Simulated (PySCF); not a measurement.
**C₆ coefficients of unlike pairs at UHF**

Calculated with PySCF 2.14 from the dipole response of each species, C₆(A,B) = (3/π) ∫ α_A(iu) α_B(iu) du, in atomic units, from isotropic polarisabilities. For ions this is the dispersion term alone; charge-induced terms of lower order in 1/R come first.

```tsv
species	configuration	basis	relativity	α (bohr³)	C₆ (like pair)
Zn⁺	[Ar] 3d10 4s1 (2S)	aug-cc-pVDZ-PP with ECP10MDF (5s5p4d2f)	core potential	25.61	113.4
I	[Kr] 4d10 5s2 5p5 (2P)	aug-cc-pwCVDZ-PP with ECP28MDF (6s5p4d1f)	core potential	30.40	331.8
V	[Ar] 3d3 4s2 (4F)	x2c-QZVPPall with one added diffuse shell each of s, p, d, f, g type (12s8p6d4f3g)	spin-free X2C	126.0	1393
Li⁺	1s2 (1S)	aug-cc-pCVTZ-DK (7s6p4d2f)	spin-free X2C	0.1670	0.06379
```

(1) Estimate C₆ for V with I.

No spin-orbit coupling is included.

The other pairs:

```json
{"pair": "Li⁺, V", "C₆": "4.325"}
{"pair": "Li⁺, Zn⁺", "C₆": "1.653"}
{"pair": "V, Zn⁺", "C₆": "383.0"}
{"pair": "Li⁺, I", "C₆": "3.344"}
{"pair": "I, Zn⁺", "C₆": "184.8"}
```

Results:

(1) The integral gives 577.3. The combination rule 2 C_A C_B / (C_A α_B/α_A + C_B α_A/α_B) gives 540.2 and the geometric mean 679.8.
